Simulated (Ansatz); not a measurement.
The same ligand exchange along the group B, Al, Ga.

Gas-phase electronic energies from Ansatz, PBE0-D4/def2-TZVP geometries. CBS: MP2 limit from def2 TZ/QZ plus the TZ coupled-cluster correction, frozen cores. This one scheme is used for every species. For Ga, Ge outer-core shells are correlated without core-valence functions, which leaves a few kJ/mol of doubt a bond. Scalar relativity is left out up to krypton.

```tsv
reaction	HF/CBS(def2) (eV)	CCSD(T)/CBS(def2) (eV)
`B[CH2][GeH3]` + `O[SiH3]` → `[SiH3][O][GeH3]` + `BC`	-0.61	-0.29
`[AlH2][CH2][GeH3]` + `O[SiH3]` → `[SiH3][O][GeH3]` + `[CH3][AlH2]`	-0.64	-0.38
`[GaH2][CH2][GeH3]` + `O[SiH3]` → `[SiH3][O][GeH3]` + `[CH3][GaH2]`	-0.67	-0.38
```

Largest T1 diagnostic: 0.012, for `[GaH2][CH2][GeH3]`.
